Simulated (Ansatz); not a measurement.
## From C to Sn: the HOMO–LUMO gap

One atom is swapped for its congeners: C3H5 `[CH2]C=C`; C2H5Si `C=C[SiH2]`; C2H5Ge `C=[CH][GeH2]`; C2H5Sn `C=[CH][SnH2]`. All are doublets with charge 0.

Shapes, held fixed at every level: PBE0-D4/def2-TZVP. Flexible molecules stand in one conformer, not always the lowest. Programs: Ansatz 0.2.0. Values in eV.

```json
{"level": "PBE-D4/def2-TZVPP", "C3H5": "1.51", "C2H5Si": "1.48", "C2H5Sn": "1.04"}
{"level": "B3LYP-D4/def2-TZVPP", "C3H5": "3.20", "C2H5Si": "2.77", "C2H5Sn": "2.27"}
{"level": "BHLYP-D4/def2-TZVPP", "C3H5": "6.10", "C2H5Si": "5.08", "C2H5Sn": "4.45"}
{"level": "PBE0-D4/def2-TZVPP", "C3H5": "3.90", "C2H5Si": "3.42", "C2H5Sn": "2.90"}
{"level": "r2SCAN0-D4/def2-TZVPP", "C3H5": "4.76", "C2H5Si": "3.99", "C2H5Sn": "3.37"}
{"level": "wB97M-V/def2-TZVPP", "C3H5": "7.69", "C2H5Si": "6.76", "C2H5Sn": "6.54"}
{"level": "wB97X-V/def2-TZVPP", "C3H5": "8.05", "C2H5Si": "7.22", "C2H5Sn": "6.75"}
```

(1) Estimate the column for C2H5Ge from its neighbours.

Results:

(1) The mean of the neighbours at wB97X-V/def2-TZVPP is 6.98 eV, against 7.12 from the run: the member lies nearer Si. All rows: PBE-D4/def2-TZVPP 1.24; B3LYP-D4/def2-TZVPP 2.54; BHLYP-D4/def2-TZVPP 4.88; PBE0-D4/def2-TZVPP 3.21; r2SCAN0-D4/def2-TZVPP 3.75; wB97M-V/def2-TZVPP 6.90; wB97X-V/def2-TZVPP 7.12 eV. At wB97X-V/def2-TZVPP the HOMO–LUMO gap falls at every step, from 8.05 to 6.75 eV. 6 of 7 levels show this order throughout; 7 agree on the largest and the smallest. Open shells run unrestricted unless RO is named. For atoms past krypton def2 sets carry core potentials with scalar relativity. Relativity is left out for Ge unless named. Orbital gaps aren't excitation energies, and the LUMO depends on the basis.
